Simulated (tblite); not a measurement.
C₇H₉N.
Atom-mapped SMILES: `[CH2:1]=[C:2]([CH3:3])/[C:4]([C:5]#[N:6])=[CH:7]/[CH3:8]` (hydrogens: H9, H10 on C1; H11, H12, H13 on C3; H14 on C7; H15, H16, H17 on C8)

Computed with GFN2-xTB (tblite), gas phase: nudged elastic band of 9 images (0 to 8), spring 0.2 eV/Å², climbing image at the end, force threshold 0.05 eV/Å. No saddle search or frequency run followed, so the top image need not be a first-order saddle, and its height can exceed the method's true barrier by a kcal/mol or more.

The band describes a rotation about C2–C4 (fully substituted alkene carbon, fully substituted alkene carbon), followed by the dihedral C3–C2–C4–C5, from the optimised start (180°) to a second optimised geometry at 0°.

Question: How does the energy change from image to image?

Answer: 
```csv
image,dihedral (°),E (eV),C2–C4 (Å),C3···C5 (Å),largest true force (eV/Å)
0,180,0.000,1.470,3.82,0.01
1,-159,0.019,1.472,3.78,0.02
2,-137,0.061,1.479,3.68,0.03
3,-114,0.104,1.487,3.52,0.03
4,-91,0.118,1.491,3.32,0.04
5,-68,0.083,1.486,3.11,0.05
6,-44,0.037,1.479,2.94,0.03
7,-22,0.035,1.475,2.81,0.02
8,0,0.046,1.474,2.73,0.01
```

Barriers of this band. The top is image 4 at -91°: 0.118 eV forward and 0.072 eV back; the end lies 0.046 eV above the start. The central bond is 0.021 Å longer at the top than at the start.

Question: What rate follows at 200 K for crossing this barrier forward?

Answer: Taking the electronic barrier for the free energy of activation (no zero-point or entropy terms, transmission 1), rate = (kT/h)·exp(−ΔE/kT) ≈ 4 × 10^9 s⁻¹, whose inverse is 2 × 10^-10 s. An error of 1 kcal/mol in the barrier changes this by a factor of 12, and the method and the loose band can each miss by that much or more.

Question: How would the two end points share their population at 200 K, from these energies alone?

Answer: exp(−ΔE/kT) with ΔE = 0.046 eV gives 0.069 for the higher one (end) against 1 for the lower, without vibrational, rotational or degeneracy terms. GFN2-xTB can put conformers this close in the wrong order.

The cost below is that of the whole band run. Rough CPU time on one thread of a shared machine: about 13 s.
